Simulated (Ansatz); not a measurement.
One change: `FC1(Br)C=C1` becomes `BC1(F)C=C1`.

Ansatz, PBE0-D4/def2-TZVP geometries, multiplicity 1. 

Scalar relativity is left out up to krypton.

```tsv
property	`FC1(Br)C=C1`
HOMO–LUMO gap (PBE/def2-TZVPP) / eV	4.58
zero-point energy (PBE0-D4/def2-TZVP) / kJ/mol	102.9
HOMO–LUMO gap (ωB97M-V/def2-TZVPP) / eV	11.39
size of the dipole moment (ωB97M-V/def2-TZVPP) / D	3.07
LUMO energy (PBE0/def2-TZVPP) / eV	-0.90
size of the dipole moment (PBE/def2-TZVPP) / D	2.93
```

Q: Give the same properties after the change, and the shifts. (Best estimate.)

A: Computed: 
```csv
property,`BC1(F)C=C1`,shift
HOMO–LUMO gap (PBE/def2-TZVPP) / eV,4.41,-0.17
zero-point energy (PBE0-D4/def2-TZVP) / kJ/mol,154.8,51.9
HOMO–LUMO gap (ωB97M-V/def2-TZVPP) / eV,10.87,-0.52
size of the dipole moment (ωB97M-V/def2-TZVPP) / D,2.40,-0.67
LUMO energy (PBE0/def2-TZVPP) / eV,-1.68,-0.78
size of the dipole moment (PBE/def2-TZVPP) / D,2.36,-0.57
```

With PBE0 the HOMO falls by 0.50 eV and the LUMO falls by 0.78 eV, so the gap narrows by about 0.28 eV. PBE moves the HOMO by -0.51 eV and ωB97M-V by -0.53 eV. The zero-point energy changes by 51.9 kJ/mol with +6 modes. Dipoles are sizes alone; their direction can turn.

Spin–orbit coupling is left out; it splits and shifts lone-pair levels of the heavy atoms by tenths of an eV.
